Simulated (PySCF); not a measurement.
Work out the structure from these simulated measurements.

Elements present: C, Cl, H and Si. Monoisotopic mass: 175.9383 u.

* Dipole: 2.39 D [B3LYP/def2-SVPD]
* 1H NMR: chemical shifts (computed TMS as zero) by class: 1.22 (1 H), 1.13 (6 H) ppm [GIAO KT2/pcSseg-1]
* NMR, other nuclei: isotropic shieldings of nuclei other than C and H, by class: 319 (1 Si), 806 (3 Cl) ppm [GIAO KT2/pcSseg-1]
* UV, strongest line: among the 10 lowest singlet transitions: S8 at 8.19 eV (151 nm, f = 0.096) [TDDFT B3LYP/def2-SVPD]
* 13C NMR: chemical shifts (computed TMS as zero) by class: 31.9 (1 C), 17.4 (2 C) ppm [GIAO KT2/pcSseg-1]
* Polarisability: 101.7 au [B3LYP/def2-SVPD]
* Rotational structure: rotational constants A, B, C: 1.157, 1.026, 0.914 GHz [PBE0-D3(BJ)/def2-SVP]
* Triplet: lowest triplet excitation (Tamm–Dancoff): 6.82 eV [TDA B3LYP/def2-SVPD]
* XPS: Si2p3/2 109.0, Cl2p3/2 206.3 (×3), C1s 291.0, C1s 291.1 (×2), Si1s 1849.1, Cl1s 2828.9 (×3) eV [ΔSCF SCAN, pcX-2 on the ionised atom, pcseg-1 elsewhere, spin-free X2C, 2p3/2 from a spin–orbit splitting computed afterwards within the 2p shell]

The electronic properties come from PySCF, for the isolated species, density fitting. Levels stand in brackets. Isolated species at its PBE0-D3(BJ)/def2-SVP geometry, gas phase. Each NMR value is the plain mean over a class of atoms that symmetry, rotation or inversion makes alike.

Problem. Which formula fits the mass and the elements?

Solution. C3H7Cl3Si (calculated 175.9383). No other formula that holds each of these elements comes within 0.0003 u with a fitting electron parity and a possible valence count.

Problem. What is the compound? Reason from the data.

Solution. 3 carbons fall into 2 classes; from least to most shielded: carbon bonded to 2 C, Si and H (31.9 ppm), carbon bonded to C and 3 H (17.4 ppm, 2 C). Hydrogen classes from least to most shielded: 1 H on a carbon bonded to 2 C, Si and H (1.22 ppm), 6 H on 2 like atoms (carbon bonded to C and 3 H) (1.13 ppm, a mean of values up to 0.6 ppm apart in this geometry). The other shieldings belong to: 319 ppm, silicon bonded to C and 3 Cl; 806 ppm, chlorine bonded to Si. The core levels belong to: Si2p3/2 109.0 eV, silicon bonded to C and 3 Cl; Cl2p3/2 206.3 eV, chlorine bonded to Si; C1s 291.0 eV, carbon bonded to 2 C, Si and H; C1s 291.1 eV, carbon bonded to C and 3 H; Si1s 1849.1 eV, silicon bonded to C and 3 Cl; Cl1s 2828.9 eV, chlorine bonded to Si. One atom of each topological class was ionised and stands for its class. The optimised geometry has point group Cs and is an asymmetric top. Structure: Si(iPr)Cl3 (`CC(C)[Si](Cl)(Cl)Cl`). The assignments are read from this structure; whether some other isomer fits the data as well wasn't checked.
